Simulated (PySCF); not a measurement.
Input file for PySCF: U-M06-2X/def2-TZVPP on F5S (SMILES F[S](F)(F)(F)F).

```python
from pyscf import gto, dft

mol = gto.M(
    atom='''
    F    -0.35853296    1.34842835   -0.87169751
    S     0.07357287    0.15789977    0.14271186
    F     1.55589887    0.13588189   -0.51708140
    F     0.53877837   -0.96158888    1.22133195
    F    -1.37564686    0.25096808    0.86673233
    F    -0.43407029   -0.93158920   -0.84209725
    ''',
    basis='def2-tzvpp',
    charge=0, spin=1, verbose=4, max_memory=1800)
mf = dft.UKS(mol, xc='m062x').density_fit(auxbasis='def2-universal-jkfit')
mf.grids.level = 4
mf.conv_tol = 1e-9
mf.max_cycle = 150
mf.kernel()
mf.dip_moment()
```

It printed:

```
PySCF version 2.14.0

[INPUT] verbose = 4
[INPUT] num. atoms = 6
[INPUT] num. electrons = 61
[INPUT] charge = 0
[INPUT] spin (= nelec alpha-beta = 2S) = 1
[INPUT] symmetry False subgroup None
[INPUT] Mole.unit = angstrom
[INPUT] Symbol           X                Y                Z      unit          X                Y                Z       unit  Magmom
[INPUT]  1 F     -0.358532960000   1.348428350000  -0.871697510000 AA   -0.677529101030   2.548160280099  -1.647269557365 Bohr   0.0
[INPUT]  2 S      0.073572870000   0.157899770000   0.142711860000 AA    0.139032574498   0.298387320432   0.269686330127 Bohr   0.0
[INPUT]  3 F      1.555898870000   0.135881890000  -0.517081400000 AA    2.940222741820   0.256779557388  -0.977142230107 Bohr   0.0
[INPUT]  4 F      0.538778370000  -0.961588880000   1.221331950000 AA    1.018143561140  -1.817139627627   2.307982892681 Bohr   0.0
[INPUT]  5 F     -1.375646860000   0.250968080000   0.866732330000 AA   -2.599595809518   0.474260937208   1.637886727006 Bohr   0.0
[INPUT]  6 F     -0.434070290000  -0.931589200000  -0.842097250000 AA   -0.820273966911  -1.760448448603  -1.591333172749 Bohr   0.0

nuclear repulsion = 413.208588739655
number of shells = 69
number of NR pGTOs = 293
number of NR cGTOs = 197
basis = def2-tzvpp
ecp = {}


******** <class 'pyscf.df.df_jk.DFUKS'> ********
method = DFUKS
initial guess = minao
damping factor = 0
level_shift factor = 0
DIIS = <class 'pyscf.scf.diis.CDIIS'>
diis_start_cycle = 1
diis_space = 8
diis_damp = 0
SCF conv_tol = 1e-09
SCF conv_tol_grad = None
SCF max_cycles = 150
direct_scf = False
number electrons alpha = 31  beta = 30
XC library pyscf.dft.libxc version 7.1.2
    S. Lehtola, C. Steigemann, M. J. T. Oliveira, and M. A. L. Marques,  SoftwareX 7, 1–5 (2018)
XC functionals = m062x
    Y. Zhao and D. G. Truhlar,  Theor. Chem. Acc. 120, 215 (2008)
    Y. Zhao and D. G. Truhlar,  Theor. Chem. Acc. 120, 215 (2008)
radial grids:
    Treutler-Ahlrichs [JCP 102, 346 (1995); DOI:10.1063/1.469408] (M4) radial grids

becke partition: Becke, JCP 88, 2547 (1988); DOI:10.1063/1.454033
pruning grids: <function nwchem_prune>
grids dens level: 4
symmetrized grids: False
atomic radii adjust function: <function treutler_atomic_radii_adjust>
small_rho_cutoff = 0
Set gradient conv threshold to 3.16228e-05
tot grids = 172872
******** <class 'pyscf.df.df.DF'> ********
auxbasis = def2-universal-jkfit
init E= -898.451424703516
  alpha nocc = 31  HOMO = -0.227567307063609  LUMO = 0.0330033825720406
  beta  nocc = 30  HOMO = -0.514260299543327  LUMO = -0.227567307063616

WARN: HOMO -0.227567307063609 >= LUMO -0.227567307063616

cycle= 1 E= -897.115883148816  delta_E= 1.34  |g|= 0.81  |ddm|= 2.05
  alpha nocc = 31  HOMO = -0.441984096933889  LUMO = -0.0586902079131306
  beta  nocc = 30  HOMO = -0.488094341073789  LUMO = -0.233239333066329
  HOMO = -0.441984096934  LUMO = -0.233239333066  gap/eV = 5.68023
cycle= 2 E= -896.978608720161  delta_E= 0.137  |g|= 1.12  |ddm|= 1.43
  alpha nocc = 31  HOMO = -0.391414852424923  LUMO = 0.0312511091129366
  beta  nocc = 30  HOMO = -0.536259127906041  LUMO = -0.15779746559749
  HOMO = -0.391414852425  LUMO = -0.157797465597  gap/eV = 6.35705
cycle= 3 E= -897.347812247487  delta_E= -0.369  |g|= 0.0477  |ddm|= 0.672
  alpha nocc = 31  HOMO = -0.379702522455815  LUMO = 0.0484084182557822
  beta  nocc = 30  HOMO = -0.522105289856732  LUMO = -0.134978114063458
  HOMO = -0.379702522456  LUMO = -0.134978114063  gap/eV = 6.65929
cycle= 4 E= -897.348651035457  delta_E= -0.000839  |g|= 0.0265  |ddm|= 0.0616
  alpha nocc = 31  HOMO = -0.384884636866325  LUMO = 0.0474950144071755
  beta  nocc = 30  HOMO = -0.526992853910944  LUMO = -0.134963551196826
  HOMO = -0.384884636866  LUMO = -0.134963551197  gap/eV = 6.80070
cycle= 5 E= -897.34891097443  delta_E= -0.00026  |g|= 0.00997  |ddm|= 0.0281
  alpha nocc = 31  HOMO = -0.385650312706318  LUMO = 0.0461475257452832
  beta  nocc = 30  HOMO = -0.527028071513236  LUMO = -0.133935985747513
  HOMO = -0.385650312706  LUMO = -0.133935985748  gap/eV = 6.84950
cycle= 6 E= -897.348959037667  delta_E= -4.81e-05  |g|= 0.00335  |ddm|= 0.0116
  alpha nocc = 31  HOMO = -0.385953199742559  LUMO = 0.0464014821505288
  beta  nocc = 30  HOMO = -0.52685155217323  LUMO = -0.132578758605995
  HOMO = -0.385953199743  LUMO = -0.132578758606  gap/eV = 6.89467
cycle= 7 E= -897.348973788743  delta_E= -1.48e-05  |g|= 0.000827  |ddm|= 0.0109
  alpha nocc = 31  HOMO = -0.386164013366148  LUMO = 0.0463165579787841
  beta  nocc = 30  HOMO = -0.526864671918342  LUMO = -0.1323447546797
  HOMO = -0.386164013366  LUMO = -0.13234475468  gap/eV = 6.90677
cycle= 8 E= -897.348975098784  delta_E= -1.31e-06  |g|= 0.000255  |ddm|= 0.00315
  alpha nocc = 31  HOMO = -0.386145815574089  LUMO = 0.0463260965613586
  beta  nocc = 30  HOMO = -0.526865803303295  LUMO = -0.132250723525161
  HOMO = -0.386145815574  LUMO = -0.132250723525  gap/eV = 6.90884
cycle= 9 E= -897.348975228519  delta_E= -1.3e-07  |g|= 8.85e-05  |ddm|= 0.000715
  alpha nocc = 31  HOMO = -0.386162728533584  LUMO = 0.046324541914899
  beta  nocc = 30  HOMO = -0.526871372863314  LUMO = -0.132250655133269
  HOMO = -0.386162728534  LUMO = -0.132250655133  gap/eV = 6.90930
cycle= 10 E= -897.348975237726  delta_E= -9.21e-09  |g|= 1.68e-05  |ddm|= 0.000225
  alpha nocc = 31  HOMO = -0.386162758628153  LUMO = 0.0463239463173934
  beta  nocc = 30  HOMO = -0.526872206081896  LUMO = -0.132249278321382
  HOMO = -0.386162758628  LUMO = -0.132249278321  gap/eV = 6.90934
cycle= 11 E= -897.348975237983  delta_E= -2.57e-10  |g|= 9.73e-06  |ddm|= 4.21e-05
  alpha nocc = 31  HOMO = -0.386161530685534  LUMO = 0.046326268765803
  beta  nocc = 30  HOMO = -0.526873680817916  LUMO = -0.13224788710378
  HOMO = -0.386161530686  LUMO = -0.132247887104  gap/eV = 6.90934
Extra cycle  E= -897.348975237989  delta_E= -5.68e-12  |g|= 1.13e-05  |ddm|= 1.29e-05
converged SCF energy = -897.348975237989  <S^2> = 0.75420766  2S+1 = 2.0042032
Dipole moment(X, Y, Z, Debye):  0.11298,  0.24250,  0.21919
```

The calculation finished and met its thresholds.

Cost: around 60 core-seconds (rough).
